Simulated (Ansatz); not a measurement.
Sn12GeH20⁻, an alloyed cluster cut from the lattice of tin (1 Ge, core). Total charge -1; doublet. Geometry PBE-D4/def2-SVP; atoms count from 1.

```tsv
atom	x (Å)	y (Å)	z (Å)
Sn1	2.134	3.255	0.795
Sn2	-4.323	-1.368	0.498
Sn3	-0.280	0.260	2.865
Sn4	-1.655	1.520	-1.545
Sn5	3.082	0.441	-2.718
Sn6	0.185	-2.253	-0.996
Sn7	3.812	-0.965	1.535
Sn8	-4.519	1.123	-0.842
Sn9	-0.541	2.332	0.963
Sn10	3.925	1.288	-0.159
Sn11	-2.509	-3.104	-0.799
Sn12	1.133	-1.844	1.633
Ge13	0.440	-0.046	-2.470
H14	2.723	3.855	2.330
H15	2.259	4.629	-0.279
H16	-5.814	-2.274	0.663
H17	-3.743	-1.209	2.135
H18	0.635	0.787	4.259
H19	-1.799	-0.309	3.501
H20	-1.523	3.093	-2.357
H21	3.359	1.780	-3.814
H22	4.176	-0.814	-3.291
H23	1.091	-3.618	-1.624
H24	4.422	-0.606	3.132
H25	4.867	-2.216	0.925
H26	-5.725	2.073	0.050
H27	-5.402	0.656	-2.294
H28	-1.392	3.624	1.793
H29	5.560	1.922	-0.130
H30	-2.537	-4.683	-0.039
H31	-3.099	-3.411	-2.416
H32	1.048	-3.312	2.584
H33	0.010	-0.608	-3.887
```

In the def2 sets Sn takes a core potential; there is no spin–orbit coupling. Single mean-field runs in def2-TZVP are fitted with def2-universal-jkfit.

Q: Estimate the Mulliken populations of the heavy atoms from the PBE0/def2-TZVP orbitals of Ansatz.

A: 
```csv
atom,charge (e),spin (α − β)
Sn1,0.06,0.00
Sn2,0.06,0.01
Sn3,0.04,0.00
Sn4,-0.01,0.22
Sn5,0.07,0.13
Sn6,0.09,0.01
Sn7,0.05,0.00
Sn8,-0.02,0.25
Sn9,0.05,0.00
Sn10,0.03,0.00
Sn11,0.07,0.00
Sn12,0.03,0.00
Ge13,-0.22,0.19
```
Mulliken values depend strongly on the basis.

Q: Where does the spin sit?

A: Summed by element: Sn 0.61, Ge 0.19, H 0.20, of 1 unpaired in all. Largest on single atoms: Sn8 0.25, Sn4 0.22, Ge13 0.19.

Q: And the Mayer bond orders between heavy atoms (over 0.3)?

A: Sn1–Sn9 0.85 (2.83 Å); Sn1–Sn10 0.86 (2.83 Å); Sn2–Sn8 0.87 (2.84 Å); Sn2–Sn11 0.86 (2.83 Å); Sn3–Sn9 0.86 (2.82 Å); Sn3–Sn12 0.87 (2.82 Å); Sn4–Sn8 0.63 (2.98 Å); Sn4–Sn9 0.83 (2.86 Å); Sn4–Ge13 0.71 (2.77 Å); Sn5–Sn10 0.85 (2.82 Å); Sn5–Ge13 0.81 (2.70 Å); Sn6–Sn11 0.85 (2.83 Å); Sn6–Sn12 0.84 (2.82 Å); Sn6–Ge13 0.87 (2.67 Å); Sn7–Sn10 0.86 (2.82 Å); Sn7–Sn12 0.86 (2.82 Å).
